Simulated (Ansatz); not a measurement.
Compare A (`CO[SiH]([SiH3])S`) with its isomer B (`O[SiH2]SC[SiH3]`).

Isolated molecules relaxed with PBE0-D4/def2-TZVP in Ansatz; ΔE leaves out vibrations. CBS: MP2 limit from def2 TZ/QZ plus the TZ coupled-cluster correction, frozen cores. DFT in def2-TZVPP. Each species was taken in one conformer, which may not be the lowest.

Task: Which is lower in electronic energy at CCSD(T)/CBS, and by how much? (Estimate.)

Result: Ansatz gave: B, by 7.4 kcal/mol.

Task: Give E(B) − E(A) in kcal/mol with B2PLYP, MP2/def2-TZVPP, ωB97M-V, HF/def2-TZVPP, r2SCAN-D4, PBE-D4, CCSD(T)/def2-TZVPP. (Best estimate.)

Result: Computed: B2PLYP -5.8, MP2/def2-TZVPP -9.1, ωB97M-V -7.3, HF/def2-TZVPP -4.3, r2SCAN-D4 -5.3, PBE-D4 -3.9, CCSD(T)/def2-TZVPP -6.2. None reverses the order clearly.

Largest T1 diagnostic: 0.012.

The D4 term adds −0.8 kcal/mol with B3LYP and −0.3 kcal/mol with PBE0; it sums over pairs of atoms, weighted by their polarisabilities, and B3LYP, whose exchange is more repulsive, gets the larger term. In def2-TZVPP, CCSD(T) changes the Hartree–Fock value by −1.9 kcal/mol (the triples alone add −0.4 kcal/mol) and MP2 by −4.8 kcal/mol.

B3LYP here is the variant with VWN-RPA as its local correlation; programs differ in this.
